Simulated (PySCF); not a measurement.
C2H3ClFGa, SMILES C=[CH][Ga]([F])[Cl]. Geometry optimised at ωB97X-D3(BJ)/def2-SVP. The structure was generated by enumeration; whether it is a known compound was not checked. One conformer was computed; it need not be the lowest.

Problem. Give the equilibrium geometry at ωB97X-D3(BJ)/def2-SVP (PySCF confirms it by a frequency run) as bond lengths and angles. (Estimate from the structure and the level; the computed values follow.)

Solution. This is not unique; one that fits is 
Atoms: Ga1 F2 Cl3 C4 C5 H6 H7 H8. Bond lengths (Å): Ga1–F2 1.748, Ga1–Cl3 2.135, Ga1–C4 1.922, C4–C5 1.340, C4–H6 1.096, C5–H7 1.097, C5–H8 1.097. Bond angles (°): F2–Ga1–Cl3 114.0, F2–Ga1–C4 124.6, Cl3–Ga1–C4 121.4, Ga1–C4–C5 119.0, Ga1–C4–H6 121.2, C5–C4–H6 119.8, C4–C5–H7 122.0, C4–C5–H8 121.7, H7–C5–H8 116.3.
Charge 0, spin multiplicity 1.
